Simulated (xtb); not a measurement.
C6H15In, charge -1, doublet, at a GFN2-xTB geometry (such geometries of metal compounds can be far from the true shape) (a state made from the parent by changing its charge; the spin is typed, not shown lowest); GFN1-xTB (xtb).

xtb was given this input:
```
$ xtb mol.xyz --gfn 1 --chrg -1 --uhf 1 --hess --json

# file mol.xyz
22

In    -0.07065868    -0.28255399    -0.43064469
C      2.28940454     0.15842721    -0.18963496
C      2.71834829     1.55700315    -0.60648389
H      2.90729361    -0.58386541    -0.71491892
H      2.48479337     0.02461255     0.88335342
H      2.12744309     2.30561492    -0.07743282
H      2.56420246     1.70635547    -1.67748929
H      3.78033568     1.76030890    -0.39449065
C     -0.36752150    -2.08962174     1.13625163
C     -1.80343851    -2.55773686     1.32155823
H      0.00756375    -1.69192851     2.08945133
H      0.26706537    -2.95133516     0.88573584
H     -2.18829143    -3.00032944     0.40003292
H     -2.44577339    -1.71401750     1.57837936
H     -1.90896480    -3.31084094     2.11852524
C     -1.09562746     1.56104711     0.74096650
C     -1.32741696     2.83539273    -0.05857603
H     -0.41164016     1.77491073     1.57412573
H     -2.04540831     1.23932357     1.19057397
H     -2.03842336     2.65916383    -0.86887141
H     -0.39449223     3.18192927    -0.50606841
H     -1.72591875     3.65817345     0.55619506
```

**Question.** What does xtb print? Leave out banner, timings and long lists.

**Answer.** 
```
   ID    Z sym.   atoms
    1   49 In     1
    2    6 C      2, 3, 9, 10, 16, 17
    3    1 H      4-8, 11-15, 18-22

           -------------------------------------------------
          |                Calculation Setup                |
           -------------------------------------------------

           -------------------------------------------------
          |                 G F N 1 - x T B                 |
           -------------------------------------------------

          ...................................................
          :                      SETUP                      :
          :.................................................:
          :  # basis functions                  64          :
          :  # atomic orbitals                  63          :
          :  # shells                           45          :
          :  # electrons                        43          :
          :  # halogen bonds                     0          :
          :  max. iterations                   250          :
          :  Hamiltonian                  GFN1-xTB          :
          :  restarted?                      false          :
          :  GBSA solvation                  false          :
          :  PC potential                    false          :
          :  electronic temp.          300.0000000     K    :
          :  accuracy                    1.0000000          :
          :  -> integral cutoff          0.2500000E+02      :
          :  -> integral neglect         0.1000000E-07      :
          :  -> SCF convergence          0.1000000E-05 Eh   :
          :  -> wf. convergence          0.2000000E-04 e    :
          :  Broyden damping             0.4000000          :
          :  net charge                         -1          :
          :  unpaired electrons                  1          :
          ...................................................

 iter      E             dE          RMSdq      gap      omega  full diag
   1    -22.6709909 -0.226710E+02  0.771E+00    3.15       0.0  T
   2    -22.7039477 -0.329568E-01  0.468E+00    3.32       1.0  T
   3    -22.7048294 -0.881674E-03  0.627E-01    3.35       1.0  T
   4    -22.7073370 -0.250767E-02  0.105E-01    3.35       1.0  T
   5    -22.7075104 -0.173364E-03  0.272E-02    3.35       1.0  T
   6    -22.7075137 -0.324767E-05  0.149E-02    3.35       1.4  T
   7    -22.7075146 -0.992429E-06  0.843E-04    3.35      25.3  T
   8    -22.7075147 -0.353886E-08  0.349E-04    3.35      61.0  T
   9    -22.7075147 -0.571994E-09  0.159E-04    3.35     133.8  T
  10    -22.7075147 -0.127592E-09  0.126E-05    3.35    1688.4  T

   *** convergence criteria satisfied after 10 iterations ***

         :::::::::::::::::::::::::::::::::::::::::::::::::::::
         ::                     SUMMARY                     ::
         :::::::::::::::::::::::::::::::::::::::::::::::::::::
         :: total energy             -22.435247969527 Eh    ::
         :: gradient norm              0.034910151630 Eh/a0 ::
         :: HOMO-LUMO gap              3.347436192298 eV    ::
         ::.................................................::
         :: SCC energy               -22.707514651905 Eh    ::
         :: -> electrostatic           0.089202265289 Eh    ::
         :: repulsion energy           0.280160102104 Eh    ::
         :: dispersion energy         -0.007893419727 Eh    ::
         :: halogen bond corr.         0.000000000000 Eh    ::
         :: add. restraining           0.000000000000 Eh    ::
         :: total charge              -1.000000000000 e     ::
         :::::::::::::::::::::::::::::::::::::::::::::::::::::

           -------------------------------------------------
          |                Numerical Hessian                |
           -------------------------------------------------
step length          :   0.00500
SCC accuracy         :   0.30000
Hessian scale factor :   1.00000
frozen atoms in %    :   0.00000    0
[...]
 inverting freq            5   10.475587074930326

          ...................................................
          :                      SETUP                      :
          :.................................................:
          :  # frequencies                          56      :
          :  # imaginary freq.                       4      :
          :  linear?                             false      :
          :  only rotor calc.                    false      :
          :  symmetry                               c1      :
          :  rotational number                       1      :
          :  scaling factor                  1.0000000      :
          :  rotor cutoff                   50.0000000 cm⁻¹ :
          :  imag. cutoff                  -20.0000000 cm⁻¹ :
          :.................................................:

    mode    ω/cm⁻¹     T·S(HO)/kcal·mol⁻¹    T·S(FR)/kcal·mol⁻¹   T·S(vib)
   ------------------------------------------------------------------------
       1     10.48    -2.36097 (  0.19%)    -1.51863 ( 99.81%)    -1.52025
       2     40.28    -1.56391 ( 29.63%)    -1.12036 ( 70.37%)    -1.25179
       3    127.46    -0.88967 ( 97.69%)    -0.77925 (  2.31%)    -0.88712
       4    135.02    -0.85667 ( 98.15%)    -0.76219 (  1.85%)    -0.85492
       5    145.85    -0.81265 ( 98.64%)    -0.73933 (  1.36%)    -0.81165
       6    153.77    -0.78264 ( 98.89%)    -0.72367 (  1.11%)    -0.78199
       7    167.84    -0.73331 ( 99.22%)    -0.69775 (  0.78%)    -0.73303
       8    177.64    -0.70157 ( 99.38%)    -0.68094 (  0.62%)    -0.70145
   ------------------------------------------------------------------------

   temp. (K)  partition function   enthalpy   heat capacity  entropy
                                   cal/mol     cal/K/mol   cal/K/mol   J/K/mol
 298.15  VIB  0.174E+05             5027.806     28.468     32.382
         ROT  0.808E+06              888.752      2.981     30.011
         INT  0.141E+11             5916.558     31.449     62.394
         TR   0.278E+28             1481.254      4.968     41.795
         TOT                        7397.8120    36.4173   104.1886   435.9251

       T/K    H(0)-H(T)+PV         H(T)/Eh          T*S/Eh         G(T)/Eh
   ------------------------------------------------------------------------
    298.15    0.117892E-01    0.197137E+00    0.495034E-01    0.147633E+00
   ------------------------------------------------------------------------

         :::::::::::::::::::::::::::::::::::::::::::::::::::::
         ::                  THERMODYNAMIC                  ::
         :::::::::::::::::::::::::::::::::::::::::::::::::::::
         :: total free energy         -22.287614487773 Eh   ::
         ::.................................................::
         :: total energy              -22.435247969528 Eh   ::
         :: zero point energy           0.185347681292 Eh   ::
         :: G(RRHO) w/o ZPVE           -0.037714199537 Eh   ::
         :: G(RRHO) contrib.            0.147633481755 Eh   ::
         :::::::::::::::::::::::::::::::::::::::::::::::::::::
imag cut-off (cm-1) :    5.00
 found            5  significant imaginary frequencies
 writing imag mode distorted coords to xtbhess.xyz
 for further optimization.

           -------------------------------------------------
          | TOTAL ENERGY              -22.435247969528 Eh   |
          | TOTAL ENTHALPY            -22.238111124444 Eh   |
          | TOTAL FREE ENERGY         -22.287614487773 Eh   |
          | GRADIENT NORM               0.034910137526 Eh/α |
          | HOMO-LUMO GAP               3.347435129920 eV   |
           -------------------------------------------------
########################################################################
[WARNING] Runtime exception occurred
-1- hessian_numhess: Hessian on incompletely optimized geometry!
########################################################################

normal termination of xtb
```
